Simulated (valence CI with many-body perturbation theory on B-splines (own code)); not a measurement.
**Energy levels of Pd³¹⁺**

Computed by valence CI with perturbative core correlation (CI+MBPT): five valence electrons over a frozen Dirac-Fock core [Ne], a basis of 11 s, 11 p, 10 d, 8 f, 5 g, 2 h functions for each j, with the one-electron correlation potential Σ1, the two-electron term Σ2, the three-electron term Σ3, Breit, model QED; selected CI, second order for the rest, scaled by the run's own slope (own B-spline code, finite nucleus).

The last digits are not significant, and no measured levels were compared; by estimate large intervals hold to a few tenths of a per cent, small ones and those within an open d or f shell to about a per cent. Among the levels kept, up to 4100 cm⁻¹ of a level comes from second order outside the variational space, and about a tenth of that is noise between levels of different J, which matters for small intervals.

Levels 136 to 170 of 170, with energies above the lowest level, 3s2 3p3 2P°_3/2 [a]. "Leading %" is the weight of the configuration and term that name the level; weights of strongly mixed levels are sums over their largest components and can fall short, so below about 35 % the name and the second component can differ from the true leading terms, or belong to a minority configuration. In the jj column 3d3/2^4 stands for four electrons in 3d with j = 3/2. Lifetimes count E1, E2, E3, M1 and M2 decay at the calculated energies, and are blank where another channel may lead or the interval is too uncertain; long ones can be off by a factor of two.

```tsv
No.	Configuration	Term	J	E (Ry)	Leading %	Lifetime	Leading jj
136	3s2 3p 3d2	4D°	7/2	25.710	20	3.27 ps	3s^2 3p3/2 3d5/2^2 (31 %)
137	3s 3p3 3d	2D°	5/2	25.759	18	2.89 ps	3s^2 3p3/2 3d3/2 3d5/2 (37 %)
138	3s2 3p 3d2	4P°	5/2	25.931	29	3.23 ps	3s^2 3p3/2 3d5/2^2 (31 %)
139	3s2 3p 3d2	4D°	7/2	25.974	26	3.60 ps	3s 3p3/2^3 3d5/2 (54 %)
140	3s2 3p 3d2	2G°	9/2	26.039	44	3.92 ps	3s^2 3p3/2 3d5/2^2 (70 %)
141	3s 3p3 3d	2S°	1/2	26.067	35	1.98 ps	3s^2 3p3/2 3d3/2 3d5/2 (47 %)
142	3s 3p2 3d2	6G	3/2	26.129	63	109 ps	3s 3p1/2^2 3d3/2^2 (68 %)
143	3s2 3p 3d2	4D°	3/2	26.160	12	2.31 ps	3s 3p3/2^3 3d3/2 (31 %)
144	3s2 3p 3d2	2G°	7/2	26.195	55	2.76 ps	3s^2 3p3/2 3d3/2 3d5/2 (42 %)
145	3s2 3p 3d2	4S°	3/2	26.272	26	1.95 ps	3s^2 3p3/2 3d3/2 3d5/2 (34 %)
146	3s 3p3 3d	2P°	1/2	26.348	20	2.26 ps	3s 3p3/2^3 3d3/2 (48 %)
147	3s 3p2 3d2	6G	5/2	26.352	43	89.4 ps	3s 3p1/2^2 3d3/2^2 (53 %)
148	3s2 3p 3d2	4D°	5/2	26.374	18	2.61 ps	3s^2 3p3/2 3d3/2 3d5/2 (42 %)
149	3s2 3p 3d2	2D°	3/2	26.700	34	2.52 ps	3s^2 3p3/2 3d3/2 3d5/2 (40 %)
150	3s 3p3 3d	2F°	5/2	26.702	24	2.44 ps	3s 3p3/2^3 3d5/2 (32 %)
151	3s2 3p 3d2	2G°	9/2	26.846	82	2.55 ps	3s^2 3p3/2 3d3/2 3d5/2 (75 %)
152	3s2 3p 3d2	2F°	7/2	26.848	33	2.35 ps	3s^2 3p3/2 3d3/2 3d5/2 (38 %)
153	3s 3p2 3d2	6G	7/2	26.916	46	45.1 ps	3s 3p1/2^2 3d3/2 3d5/2 (59 %)
154	3s 3p2 3d2	6D	1/2	26.954	29	43.7 ps	3s 3p1/2^2 3d3/2^2 (46 %)
155	3s2 3p 3d2	2P°	3/2	26.972	23	1.78 ps	3s^2 3p3/2 3d3/2 3d5/2 (38 %)
156	3p4 3d	4D	3/2	27.009	27	21.1 ps	3p1/2^2 3p3/2^2 3d3/2 (56 %)
157	3s 3p2 3d2	6G	5/2	27.012	24	26.5 ps	3p1/2^2 3p3/2^2 3d3/2 (32 %)
158	3s2 3p 3d2	2D°	5/2	27.099	43	2.03 ps	3s^2 3p3/2 3d3/2 3d5/2 (43 %)
159	3s 3p2 3d2	6D	1/2	27.308	34	22.1 ps	3s 3p1/2^2 3d3/2 3d5/2 (30 %)
160	3p4 3d	4D	7/2	27.410	25	15.4 ps	3p1/2^2 3p3/2^2 3d3/2 (31 %)
161	3s2 3p 3d2	2P°	3/2	27.473	53	2.81 ps	3s^2 3p3/2 3d5/2^2 (47 %)
162	3s2 3p 3d2	2F°	5/2	27.528	52	2.48 ps	3s^2 3p3/2 3d3/2 3d5/2 (43 %)
163	3s 3p2 3d2	6G	9/2	27.533	31	20.2 ps	3s 3p1/2^2 3d3/2 3d5/2 (36 %)
164	3s 3p2 3d2	6D	3/2	27.559	62	25.0 ps	3s 3p1/2^2 3d3/2 3d5/2 (67 %)
165	3s2 3p 3d2	2D°	5/2	27.637	67	2.70 ps	3s^2 3p3/2 3d5/2^2 (50 %)
166	3s2 3p 3d2	2F°	7/2	27.672	38	2.96 ps	3s^2 3p3/2 3d5/2^2 (59 %)
167	3s2 3p 3d2	2P°	1/2	27.711	39	1.57 ps	3s^2 3p3/2 3d3/2 3d5/2 (25 %)
168	3s 3p2 3d2	6D	5/2	27.764	23	14.8 ps	3s 3p1/2^2 3d3/2 3d5/2 (56 %)
169	3s 3p3 3d	2D°	3/2	27.793	28	2.21 ps	3s 3p3/2^3 3d5/2 (32 %)
170	3p4 3d	4F	9/2	27.882	32	21.3 ps	3p1/2^2 3p3/2^2 3d5/2 (45 %)
```

Names give the largest LS component (configuration and term), which can be under half, so a name can repeat, a term be missing and a line seem to break the LS rules; names also repeat where a configuration has a term twice.
